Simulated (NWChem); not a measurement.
System: CH₄BBr; SMILES CBBr

Here is an NWChem input.

```
start job
memory heap 200 mb stack 900 mb global 1100 mb
geometry units angstroms noautosym nocenter noautoz
  B     -0.621575     0.984127     0.025824
  H     -1.816237     1.087315     0.159486
  Br     0.024466    -0.804574    -0.163013
  C      0.330049     2.210882     0.008669
  H      1.394853     1.980152    -0.125966
  H      0.195844     2.775894     0.948951
  H      0.002913     2.904121    -0.787243
end
basis spherical
  B library pcsseg-1
  H library pcsseg-1
  Br library pcsseg-1
  C library pcsseg-1
end
dft
  xc slater vwn_5
  iterations 150
end
property
  shielding 6 1 2 3 4 5 6
end
task dft property
```

All runs use the structure optimised with PBE0/def2-SVP.

GIAO values for the isolated, static molecule; σ is the absolute isotropic shielding, δ = σ(reference) − σ with the isolated reference molecule computed at the same levels (11B: boron trifluoride, 13C: tetramethylsilane, 1H: tetramethylsilane). Spin-orbit effects, on the heavy nuclei and on their neighbours, are missing.

Atoms are numbered as in the input.

Give the results of this calculation. (LDA (Slater exchange, VWN5)/pcSseg-1, GIAO.) Quantities: δ B1 (ppm); δ H2 (ppm); σ Br3 (ppm); δ C4 (ppm); δ H5 (rotor mean) (ppm).

δ B1 (ppm): 79.8
δ H2 (ppm): 7.82
σ Br3 (ppm): 1780.4
δ C4 (ppm): 23.2
δ H5 (rotor mean) (ppm): 1.50
